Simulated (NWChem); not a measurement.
Species: GaHClF; SMILES [F][GaH][Cl]

All runs: NWChem. Medium grid unless said otherwise, to which SCAN and Minnesota functionals are sensitive. Geometry: optimised at PBE0/def2-SVP. Hybrids' shares of exact exchange are those that their runs print; pure functionals count as 0. The functionals differ in more than this share.

```
row                                   share of exact exchange  highest occupied level (eV)
------------------------------------  -----------------------  ---------------------------
PBE/def2-SVP                                             0.00                        -7.72
LDA (Slater exchange, VWN5)/def2-SVP                     0.00                        -7.82
B3LYP/def2-SVP                                           0.20                     withheld
r2SCAN0/def2-SVP                                         0.25                        -9.47
M06/def2-SVP                                             0.27                        -9.07
```

Fit a straight line of the last column on the one before it, predict the withheld value, and compare with the run.


1. Means of the 4 shown rows: x = 0.130, y = -8.520. Slope Σ(x − x̄)(y − ȳ)/Σ(x − x̄)² = -0.3860/0.06780 = -5.693; intercept -7.780.
2. The shown rows scatter about the line by 0.185 (root mean square); the largest residual is -0.27, at r2SCAN0/def2-SVP.
3. At x = 0.20 (B3LYP/def2-SVP; inside the shown range) the line gives -8.92.
4. The run gives -8.85, +0.07 from the line, 0.4 times the scatter.
